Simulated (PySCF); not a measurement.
Dipole response of As+ (arsenic, charge +1)

[Ar] 3d10 4s2 4p2, high-spin 3P determinant. Computed with PySCF 2.14 in ANO-RCC-VTZP, with the spin-free X2C one-electron Hamiltonian (Gaussian nucleus). Coupled (time-dependent) response in atomic units; α is the mean over directions. The basis has no added diffuse functions, which lowers α and C₆.

```json
{"method": "UHF", "mean α (bohr³)": "16.64", "α xx, yy, zz": "15.63, 17.15, 17.15", "C₆ (like pair)": "101.8", "S(−4)": "74.86"}
{"method": "PBE", "mean α (bohr³)": "16.51", "α xx, yy, zz": "15.06, 17.24, 17.24", "C₆ (like pair)": "100.2", "S(−4)": "75.28"}
{"method": "PBE0", "mean α (bohr³)": "16.40", "α xx, yy, zz": "15.13, 17.04, 17.04", "C₆ (like pair)": "99.49", "S(−4)": "73.22"}
{"method": "M06", "mean α (bohr³)": "15.59", "α xx, yy, zz": "14.37, 16.19, 16.19", "C₆ (like pair)": "90.64", "S(−4)": "69.44"}
{"method": "wB97M-V", "mean α (bohr³)": "16.29", "α xx, yy, zz": "15.09, 16.90, 16.90", "C₆ (like pair)": "97.53", "S(−4)": "74.16"}
```

S(−4) is the Cauchy moment in α(ω) = α(0) + S(−4) ω² + …

Spin-orbit coupling is absent.

α(iu) at PBE:

```csv
u (hartree),α(iu) (bohr³)
0,16.51
0.0500,16.32
0.100,15.79
0.200,14.01
0.300,11.83
0.500,8.014
0.750,5.024
1.00,3.369
1.50,1.803
2.00,1.126
3.00,0.5625
5.00,0.2239
```

A single London oscillator, α(iu) = α/(1 + u²/ω²), gives C₆ = (3/4) ω α². Matching the computed C₆ needs ω = 4 × 100.2 / (3 × 16.51²) = 0.490 hartree.

For an ion, C₆ is the dispersion term alone; charge-induced terms of lower order in 1/R come first.

The components differ because the open shell of this determinant is not spherical; for a pure term their mean is the scalar polarisability.
